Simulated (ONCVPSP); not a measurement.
**How hard is this Sr (Z = 38) ONCV potential?**

- Element: strontium
- Generator: ONCVPSP 4.0.1
- Type: optimised norm-conserving Vanderbilt (ONCV)
- Functional: LDA (Perdew-Zunger)
- Relativity: fully relativistic
- Frozen core: [Ar] 3d10
- Valence charge: 10
- Reference configuration: 4s2 4p6 5s1.75 5p0.25
- Partial waves: 4s+5s: rc 2.40 bohr, ncon 4, nbas 8, qcut 3.9 1/bohr, 2 projectors; 4p+5p: rc 2.80 bohr, ncon 4, nbas 8, qcut 6.2 1/bohr, 2 projectors; d scattering state at 0.25 Ha: rc 2.15 bohr, ncon 4, nbas 6, qcut 4.9 1/bohr, 1 projector
- Local potential: polynomial inside 1.40 bohr (lpopt 5, dvloc0 6 Ha)
- Core correction: Teter function, fcfact 4, rcfact 1.35

Open shells are filled in proportion to 2j + 1.

In the d channel the program set the typed energies aside and used 0.050 Ha (j = l + 1/2; the other j can differ).

Problem. For each optimised wave give the share of its norm inside rc, the residual kinetic energy above qcut (Ha) and the cutoffs (Ha) for errors of 10, 1, 0.1 and 0.01 mHa per electron.

Solution.

```csv
wave,norm inside rc,residual KE,10 mHa,1 mHa,0.1 mHa,0.01 mHa
4s,0.970,4.0e-05,2.8,3.7,6.0,25.4
5s,0.080,9.5e-05,2.2,3.5,7.5,30.4
4p j=3/2,0.960,1.6e-09,6.2,8.5,10.7,12.6
5p j=3/2,0.045,1.6e-10,3.6,6.0,8.1,10.0
4p j=1/2,0.966,1.4e-09,6.5,8.8,11.0,12.9
5p j=1/2,0.048,1.3e-10,3.8,6.3,8.5,10.5
d projector 1 j=5/2,0.068,5.4e-05,4.8,8.2,11.2,20.6
d projector 1 j=3/2,0.288,2.0e-04,6.8,10.0,14.3,24.1
```

The occupied waves need 8.8 Ha and 11 Ha for 1 and 0.1 mHa.
